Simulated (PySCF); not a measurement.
A PySCF script (with the pyscf-properties extension) for the NMR shieldings of `InChI=1S/C8H10NP/c1-3-8-7(2)10(8)6-4-5-9/h3H,1,4,6H2,2H3`, on a GFN2-xTB geometry:

```python
import basis_set_exchange as bse
import numpy as np
from pyscf import gto, dft
from pyscf.prop import nmr

atoms = """
C     1.824108    2.147141   -1.148323
C     1.722728    1.309520   -0.121629
C     1.121120    0.024898   -0.236136
C     0.775327   -1.103161    0.360742
C     0.761924   -1.864400    1.620332
P     0.418901   -1.173949   -1.440593
C    -1.409755   -0.671933   -1.536889
C    -2.051150   -0.129670   -0.258439
C    -1.579203    1.189017    0.074738
N    -1.234576    2.249026    0.330282
H     1.442914    1.877376   -2.120063
H     2.276129    3.117877   -1.050655
H     2.091784    1.573679    0.862087
H     1.682298   -1.680575    2.174922
H    -0.074753   -1.547803    2.246205
H     0.664496   -2.931724    1.428685
H    -1.501699    0.059457   -2.345494
H    -1.951421   -1.569217   -1.853109
H    -3.136821   -0.066360   -0.392171
H    -1.847498   -0.798520    0.583079
"""
names = dict.fromkeys(["C", "P", "N", "H"], "pcSseg-1")
basis = {el: gto.basis.parse(bse.get_basis(n, elements=[el], fmt="nwchem")) for el, n in names.items()}
mol = gto.M(atom=atoms, basis=basis, charge=0, verbose=0)
mf = dft.RKS(mol, xc="PBE0")
mf.grids.level = 2
mf.grids.alignment = dft.numint.BLKSIZE   # the property module wants whole blocks of grid points
mf.conv_tol = 1e-9
mf.kernel()

calc = nmr.RKS(mf)   # GIAO
C = mf.mo_coeff
Co = C[:, mf.mo_occ > 0]
resp = mf.gen_response(singlet=True, hermi=2)
def vind(x):   # induced exchange potential for any number of trial vectors
    d = np.einsum("pi,xij,qj->xpq", C, 2 * x.reshape(-1, C.shape[1], Co.shape[1]), Co, optimize=True)
    return np.einsum("xpq,pi,qj->xij", resp(d - d.transpose(0, 2, 1)), C, Co, optimize=True).ravel()
mo1, _ = nmr.rhf.solve_mo1(calc, with_cphf=vind)
sigma = calc.kernel(mo1)
for i, s in enumerate(sigma):   # ppm
    w = np.linalg.eigvalsh((s + s.T) / 2)
    print("%2d %-2s iso %8.1f  s11 %8.1f  s22 %8.1f  s33 %8.1f" % (i, mol.atom_pure_symbol(i), w.mean(), *w))
```

**Question.** Give the expected output.

**Answer.** 
```
 0 C  iso     49.5  s11    -60.5  s22     46.1  s33    162.9
 1 C  iso     54.6  s11    -65.0  s22     59.0  s33    169.9
 2 C  iso     51.7  s11    -75.9  s22     75.6  s33    155.5
 3 C  iso     53.9  s11    -63.5  s22     58.5  s33    166.7
 4 C  iso    169.1  s11    151.5  s22    168.0  s33    187.6
 5 P  iso    515.6  s11    246.6  s22    305.8  s33    994.5
 6 C  iso    157.5  s11    139.0  s22    154.3  s33    179.3
 7 C  iso    171.5  s11    161.3  s22    174.1  s33    179.2
 8 C  iso     61.3  s11    -53.5  s22    -48.7  s33    286.0
 9 N  iso    -38.7  s11   -206.6  s22   -192.8  s33    283.5
10 H  iso     25.6  s11     21.8  s22     24.7  s33     30.3
11 H  iso     25.5  s11     23.0  s22     25.0  s33     28.4
12 H  iso     24.3  s11     21.8  s22     23.2  s33     27.8
13 H  iso     28.7  s11     23.5  s22     27.1  s33     35.6
14 H  iso     29.1  s11     24.4  s22     28.0  s33     35.0
15 H  iso     28.9  s11     24.0  s22     27.8  s33     34.9
16 H  iso     30.3  s11     26.9  s22     28.6  s33     35.4
17 H  iso     30.7  s11     25.6  s22     29.4  s33     37.0
18 H  iso     29.3  s11     23.7  s22     27.4  s33     36.9
19 H  iso     30.2  s11     26.5  s22     29.2  s33     35.0
```

These numbers come from an equivalent density-fitted implementation of the same equations, which agrees with the script to about 0.01 ppm for H and up to a few tenths of a ppm for heavy atoms, so last digits may differ.

Size and cost of the density-fitted run: 227 basis functions, of the order of 2.2 core-minutes.
